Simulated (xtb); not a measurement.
O$_{4}$Os, triplet, geometry from GFN2-xTB (such geometries of metal compounds can be far from the true shape) (the multiplicity is a formal guess); GFN0-xTB run with xtb.

xtb was given this input:
```
$ xtb mol.xyz --gfn 0 --uhf 2 --json

# file mol.xyz
5

Os    -0.00000000    -0.00000000    -0.00000000
O      1.25562739     0.85403793    -0.68566191
O      0.90693264    -1.04343838     0.92995844
O     -1.13864707    -1.09252818    -0.53476929
O     -1.02391295     1.28192863     0.29047276
```

What the program printed (banner, timings and long lists left out):

```
   ID    Z sym.   atoms
    1   76 Os     1
    2    8 O      2-5

           -------------------------------------------------
          |                Calculation Setup                |
           -------------------------------------------------

           -------------------------------------------------
          |                 G F N 0 - x T B                 |
           -------------------------------------------------

          ...................................................
          :                      SETUP                      :
          :.................................................:
          :  # basis functions                  26          :
          :  # atomic orbitals                  25          :
          :  # shells                           11          :
          :  # electrons                        32          :
          :  electronic temp.          300.0000000     K    :
          :  accuracy                    1.0000000          :
          :  -> integral cutoff          0.2500000E+02      :
          :  -> integral neglect         0.1000000E-07      :
          ...................................................

         :::::::::::::::::::::::::::::::::::::::::::::::::::::
         ::                     SUMMARY                     ::
         :::::::::::::::::::::::::::::::::::::::::::::::::::::
         :: total energy             -16.167083389115 Eh    ::
         :: gradient norm              0.035877235957 Eh/a0 ::
         :: HOMO-LUMO gap              1.505320002415 eV    ::
         ::.................................................::
         :: H0 energy                -16.109549604164 Eh    ::
         :: repulsion energy           0.064873565778 Eh    ::
         :: electrostat energy        -0.121154724655 Eh    ::
         :: -> Gsolv                   0.000000000000 Eh    ::
         ::    -> Gsasa                0.000000000000 Eh    ::
         ::    -> Gshift               0.000000000000 Eh    ::
         :: dispersion energy         -0.001252626074 Eh    ::
         :: short-range corr.          0.000000000000 Eh    ::
         :: add. restraining           0.000000000000 Eh    ::
         :: total charge              -0.000000000000 e     ::
         :::::::::::::::::::::::::::::::::::::::::::::::::::::

           -------------------------------------------------
          |                Property Printout                |
           -------------------------------------------------

    * Orbital Energies and Occupations

         #    Occupation            Energy/Eh            Energy/eV
      -------------------------------------------------------------
         1        2.0000           -0.6745659             -18.3559
       ...           ...                  ...                  ...
         5        2.0000           -0.4897674             -13.3273
         6        2.0000           -0.4731923             -12.8762
         7        2.0000           -0.4731923             -12.8762
         8        2.0000           -0.4712974             -12.8247
         9        2.0000           -0.4699455             -12.7879
        10        2.0000           -0.4523647             -12.3095
        11        2.0000           -0.4499280             -12.2432
        12        2.0000           -0.4499280             -12.2432
        13        2.0000           -0.4477113             -12.1828
        14        1.7456           -0.4255982             -11.5811
        15        1.7456           -0.4255982             -11.5811
        16        1.5087           -0.4246097             -11.5542
        17        1.0000           -0.2759359              -7.5086 (HOMO)
        18                         -0.2206164              -6.0033 (LUMO)
        19                         -0.2206164              -6.0033
        20                         -0.1912644              -5.2046
        21                         -0.0698895              -1.9018
        22                          0.4032572              10.9732
        23                          0.4340967              11.8124
        24                          0.7047071              19.1761
        25                          0.7047071              19.1761
      -------------------------------------------------------------
                  HL-Gap            0.0553195 Eh            1.5053 eV
             Fermi-level            0.0000000 Eh            0.0000 eV

     #   Z          covCN         q      C6AA      α(0)
     1  76 Os       3.236     0.485   350.521    37.671
     2   8 O        0.809    -0.121    16.784     5.497
     3   8 O        0.809    -0.121    16.784     5.497
     4   8 O        0.809    -0.121    16.784     5.497
     5   8 O        0.809    -0.121    16.784     5.497

 Mol. C6AA /au·bohr⁶  :       1203.990545
 Mol. C8AA /au·bohr⁸  :      82926.681771
 Mol. α(0) /au        :         59.657245

Wiberg/Mayer (AO) data.
largest (>0.10) Wiberg bond orders for each atom

 ---------------------------------------------------------------------------
     #   Z sym  total        # sym  WBO       # sym  WBO       # sym  WBO
 ---------------------------------------------------------------------------
     1  76 Os   5.877 --     5 O    1.469     4 O    1.469     3 O    1.469
                             2 O    1.469
     2   8 O    1.654 --     1 Os   1.469
     3   8 O    1.654 --     1 Os   1.469
     4   8 O    1.654 --     1 Os   1.469
     5   8 O    1.654 --     1 Os   1.469
 ---------------------------------------------------------------------------

Topologies differ in total number of bonds
Writing topology from bond orders to xtbtopo.mol

 dipole moment from electron density (au)
     X       Y       Z
  -0.0000  -0.0000   0.0000  total (Debye):    0.000

           -------------------------------------------------
          | TOTAL ENERGY              -16.167083389115 Eh   |
          | GRADIENT NORM               0.035877235957 Eh/α |
          | HOMO-LUMO GAP               1.505320002415 eV   |
           -------------------------------------------------

normal termination of xtb
```
